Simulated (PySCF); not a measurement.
C4H5, SMILES C#C[CH]C, multiplicity 2.

Geometry: B3LYP-D3(BJ)/def2-SVP.

Method: PySCF with TDA-PBE/def2-SVPD.

Vertical excitations. The molecule is in vacuum.

Task: List the lowest excited states. (Estimate from the structure and the level; the computed values follow.)

Result: 
```
state    energy (eV)  λ (nm)      f                                                                     main pairs
-------  -----------  ------  -----  -----------------------------------------------------------------------------
root 1          3.27     379  0.000                                                               β HOMO→LUMO 98 %
root 2          4.23     293  0.027                                         α HOMO→LUMO+3 16 %, β HOMO−1→LUMO 80 %
root 3          4.23     293  0.000                                                               α HOMO→LUMO 99 %
root 4          5.03     247  0.002                                                            α HOMO→LUMO+1 100 %
root 5          5.37     231  0.000                                         α HOMO−1→LUMO 41 %, β HOMO→LUMO+1 49 %
root 6          5.54     224  0.000                                                            α HOMO→LUMO+2 100 %
root 7          5.80     214  0.008                                          α HOMO→LUMO+4 90 %, β HOMO−2→LUMO 9 %
root 8          5.90     210  0.000                                          α HOMO→LUMO+4 9 %, β HOMO−2→LUMO 90 %
root 9          6.16     201  0.102  α HOMO→LUMO+3 61 %, α HOMO−1→LUMO 16 %, β HOMO→LUMO+1 11 %, β HOMO−1→LUMO 7 %
root 10         6.34     196  0.000                                                             α HOMO→LUMO+5 99 %
```
Unrestricted roots are not spin-pure.
